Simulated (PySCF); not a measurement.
**Atomic charges by several schemes**

Species: C7H14B2O2.
Geometry (PBE0-D3(BJ)/def2-SVP, Å), atoms numbered from 1 in this order:
```
atom  x, y, z in Å
C1     2.771    1.401    0.312
B2     2.058    0.012    0.135
C3     2.875   -1.318   -0.029
C4     0.488   -0.053    0.122
C5    -0.472    0.403    1.264
C6    -1.430   -0.041    0.119
B7    -3.010   -0.022    0.133
O8    -3.739   -1.149    0.352
O9    -3.716    1.124   -0.063
C10   -0.478   -1.254   -0.070
C11   -0.469    0.739   -0.821
H12    3.418    1.591   -0.564
H13    2.101    2.263    0.443
H14    3.465    1.359    1.170
H15    2.586   -2.021    0.774
H16    2.570   -1.825   -0.962
H17    3.970   -1.213   -0.026
H18   -0.476   -0.215    2.177
H19   -0.467    1.477    1.515
H20   -3.172   -1.915    0.474
H21   -3.139    1.875   -0.223
H22   -0.477   -2.013    0.732
H23   -0.481   -1.733   -1.063
H24   -0.467    0.442   -1.883
H25   -0.454    1.838   -0.720
```

Density: PBE0/pcSseg-1 (PySCF); schemes: Mulliken, IAO, Hirshfeld and ESP-fitted. Isolated species at its PBE0-D3(BJ)/def2-SVP geometry (one conformer only).

**Question.** Atoms with like bonding are taken together and averaged. Which atoms carry the highest charge in the Mulliken, IAO, Hirshfeld and ESP-fitted schemes?

**Answer.** The schemes don't all agree: Mulliken B7 (+0.622); IAO B7 (+0.484); Hirshfeld B7 (+0.234); ESP-fitted B2 (+0.708).

**Question.** At which atom do the 4 schemes differ most?

**Answer.** At C4: from -0.478 (Mulliken) to +0.218 e (ESP-fitted), 0.696 e apart.

**Question.** Tabulate the Mulliken, IAO, Hirshfeld and ESP-fitted charges.

**Answer.** In e; atoms taken as equivalent share a row and are averaged (×n: the atom named and its like, n in all):

```csv
atom,environment,Mulliken,IAO,Hirshfeld,ESP-fitted
C1/C3,sp3 carbon bound to boron,-0.519,-0.564,-0.193,-0.764
B2,three-coordinate boron,+0.502,+0.322,+0.204,+0.708
C4,sp3 carbon bound to boron,-0.478,-0.074,-0.047,+0.218
C5/C10/C11,four-membered-ring carbon,-0.078,-0.244,-0.072,-0.521
C6,sp3 carbon bound to boron,-0.535,-0.128,-0.061,+0.149
B7,three-coordinate boron,+0.622,+0.484,+0.234,+0.638
O8/O9,boron-bound oxygen,-0.394,-0.535,-0.259,-0.639
H12 (×6),methyl hydrogen,+0.131,+0.152,+0.042,+0.163
H18 (×6),methylene hydrogen,+0.113,+0.114,+0.032,+0.146
H20/H21,hydroxyl hydrogen,+0.239,+0.365,+0.174,+0.400
```

Mean size of the charges over all atoms: ESP-fitted 0.350 e, IAO 0.251 e, Mulliken 0.246 e, Hirshfeld 0.098 e. Each set sums to the total charge, 0, to within 0.001 e. The Mulliken scheme gives each basis function's population to the atom it is centred on and halves the overlap population of two atoms between them. The ESP scheme fits charges at the nuclei, held to the total charge, to the electrostatic potential on points at 1.4 to 2.0 times the van der Waals radii.

Some averages cover members that differ in this geometry: C5/C10/C11, ESP-fitted -0.537 to -0.491; C5/C10/C11, IAO -0.262 to -0.231; C5/C10/C11, Mulliken -0.090 to -0.063 e.

**Question.** How many electrons does the Mulliken scheme count on O8?

**Answer.** Its own charge is -0.393 e, so Z − q = 8.392.

**Question.** How closely do the schemes follow one another over all atoms?

**Answer.** Correlation coefficient and root-mean-square difference: IAO with Hirshfeld 0.97, 0.177 e; IAO with ESP-fitted 0.95, 0.165 e; Hirshfeld with ESP-fitted 0.92, 0.307 e; Mulliken with Hirshfeld 0.89, 0.199 e; Mulliken with IAO 0.88, 0.147 e; Mulliken with ESP-fitted 0.76, 0.275 e.

**Question.** Sum the charges by element.

**Answer.** 
```csv
element,atoms,Mulliken,IAO,Hirshfeld,ESP-fitted
C,7,-2.284,-2.064,-0.711,-2.725
B,2,+1.124,+0.806,+0.438,+1.347
O,2,-0.787,-1.071,-0.518,-1.278
H,14,+1.946,+2.328,+0.791,+2.657
```
